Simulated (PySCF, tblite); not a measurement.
Isomers of C4H5F2O2 (doublet state), one GFN2-xTB conformer each. Single-point energies are computed at B3LYP/pcH-1 (PySCF, gas phase, no added dispersion term), electronic only. GFN2-xTB treats the open shell by occupation alone, and not every SCF solution was tested for stability.

```tsv
SMILES	GFN2-xTB relative energy (kcal/mol)
[CH2]OC(=C)OC(F)F	24.6
C[C]1O[C@@H](F)[C@@H](F)O1	0.0
[CH2][C@@H]1O[C@@H](F)[C@@H](F)O1	15.5
```

Conformers: `[CH2:1][O:2][C:3](=[CH2:4])[O:5][CH:6]([F:7])[F:8]` (doublet state) with H–C1–O2–C3 178° and 2°, C1–O2–C3–C4 179°, O2–C3–O5–C6 159°, C3–O5–C6–F7 -161°; `[CH3:1][C:2]1[O:3][C@@H:4]([F:5])[C@@H:6]([F:7])[O:8]1` (doublet state) with C1–C2–O3–C4 -159°, C2–O3–C4–F5 -106°, O3–C4–C6–F7 -119°, C4–C6–O8–C2 -12°; `[CH2:1][C@@H:2]1[O:3][C@@H:4]([F:5])[C@@H:6]([F:7])[O:8]1` (doublet state) with H–C1–C2–O3 7° and -177°, C1–C2–O3–C4 -158°, C2–O3–C4–F5 -94°, O3–C4–C6–F7 -120°, C4–C6–O8–C2 -21°.

Task: What does B3LYP/pcH-1 give for the same structures?

Result: 
| SMILES | B3LYP/pcH-1 E (Eh) | B3LYP/pcH-1 (kcal/mol) | GFN2-xTB (kcal/mol) | point group |
| --- | --- | --- | --- | --- |
| C[C]1O[C@@H](F)[C@@H](F)O1 | -505.52522 | 0.0 | 0.0 | Cs |
| [CH2][C@@H]1O[C@@H](F)[C@@H](F)O1 | -505.51060 | 9.2 | 15.5 | – |
| [CH2]OC(=C)OC(F)F | -505.49494 | 19.0 | 24.6 | C1 |

Both levels put the same isomer lowest; measured from each level's own lowest isomer, the values differ by up to 6.3 kcal/mol ([CH2][C@@H]1O[C@@H](F)[C@@H](F)O1: 15.5 against 9.2). As drawn, the highest has two fluorines on one carbon, which the lowest lacks.

Task: What happens when harmonic zero-point energies from GFN2-xTB frequencies are added?

Result: 
| SMILES | ZPE (kcal/mol) | electronic (kcal/mol) | with ZPE (kcal/mol) |
| --- | --- | --- | --- |
| C[C]1O[C@@H](F)[C@@H](F)O1 | 55.3 | 0.0 | 0.0 |
| [CH2][C@@H]1O[C@@H](F)[C@@H](F)O1 | 53.9 | 9.2 | 7.8 |
| [CH2]OC(=C)OC(F)F | 52.7 | 19.0 | 16.4 |

The zero-point energies span 2.6 kcal/mol. The order is unchanged.
